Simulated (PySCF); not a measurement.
## Energy of Ir²⁺ (iridium, charge +2) between two integer charges

The 5d beta orbital of [Xe] 4f14 5d7 is emptied in steps (occupation f), with all orbitals relaxed, ending at [Xe] 4f14 5d6. Calculation: PySCF 2.14, in def2-TZVP with the def2 core potential (60 electrons); scalar relativity through the core potential. The exact energy is a straight line in f; departures are measured from the line between the end points of the same method.

Question: Among UHF, LDA, PBE, which shows the largest delocalisation error (convex curve), and which is closest to linear?

Answer: Most convex: LDA (-1.435 eV at f = 0.4); closest to linear: UHF (0.273 eV).

| f | UHF (eV) | LDA (eV) | PBE (eV) |
| --- | --- | --- | --- |
| 1 | 0.000 | 0.000 | 0.000 |
| 0.8 | 0.191 | -0.948 | -0.926 |
| 0.6 | 0.280 | -1.429 | -1.394 |
| 0.4 | 0.273 | -1.435 | -1.398 |
| 0.2 | 0.177 | -0.960 | -0.934 |
| 0 | 0.000 | 0.000 | 0.000 |

```csv
method,E(f=0) − E(f=1) (eV),−ε at f=1 (eV),−ε at f=0.4 (eV)
UHF,27.492,28.723,27.231
LDA,29.585,23.690,30.752
PBE,29.369,23.604,30.517
```

Reference removal energy between the ground levels: 28 ± 1.6 eV (theoretical estimate listed by NIST; NIST Atomic Spectra Database, ionization energies). The calculation has no spin-orbit coupling. The determinant left behind need not be the lowest term of the ion. UHF lacks correlation.
